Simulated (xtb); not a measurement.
1,1-dimethylcyclopropane (C5H10), SMILES CC1(C)CC1. All values are semi-empirical tight-binding results from xtb (GFN2-xTB unless named), good for trends rather than for accurate numbers. Geometry optimised at GFN2-xTB.

Optimised geometry:

```xyz
15

C      0.0000    -1.2649    -0.9733
C      0.0000     0.0000    -0.1450
C      0.0000     1.2649    -0.9733
C     -0.7511     0.0000     1.1538
C      0.7511     0.0000     1.1538
H     -0.8824    -1.3014    -1.6110
H      0.0000    -2.1456    -0.3358
H      0.8824    -1.3014    -1.6110
H      0.0000     2.1456    -0.3358
H     -0.8824     1.3014    -1.6110
H      0.8824     1.3014    -1.6110
H     -1.2605     0.9031     1.4549
H     -1.2605    -0.9031     1.4549
H      1.2605     0.9031     1.4549
H      1.2605    -0.9031     1.4549
```

```json
{
 "point_group_as_xtb_finds_it": "C2v",
 "orbital_gap": "9.47 eV",
 "dipole_moment": "0.23 D",
 "zero_point_energy": "85.2 kcal/mol",
 "G − E(el) at 298.15 K (modified RRHO)": "67.7 kcal/mol",
 "static polarisability (D4 model)": "58.2 bohr³",
 "solvation energy, GFN2-xTB/ALPB(water)": "-0.2 kcal/mol",
 "solvation energy, GFN2-xTB/ALPB(octanol)": "-3.0 kcal/mol"
}
```

Computed IR lines (harmonic; lines under 4 % of the strongest left out, lines within 3 cm⁻¹ merged):
ν (cm⁻¹): 997 (w), 1147 (m), 1299 (w), 1393 (w), 1410 (w), 1494 (w), 1502 (w), 3011 (vs), 3022 (vs), 3040 (s), 3085 (vs), 3104 (vs) (against the strongest line: vs over 80 %, s over 45 %, m over 15 %, w over 4 %, vw less)

Task: Give the atomic charges and the Wiberg bond orders between heavy atoms. (The exact figures need the calculation; the answer reports its results.)

Result: charges (e) C1 -0.11, C2 0.03, C3 -0.11, C4 -0.07, C5 -0.07, H6 0.04, H7 0.04, H8 0.04, H9 0.04, H10 0.04, H11 0.04, H12 0.03, H13 0.03, H14 0.03, H15 0.03. Bond orders C1–C2 1.01, C2–C3 1.01, C2–C4 0.96, C2–C5 0.96, C4–C5 0.98.
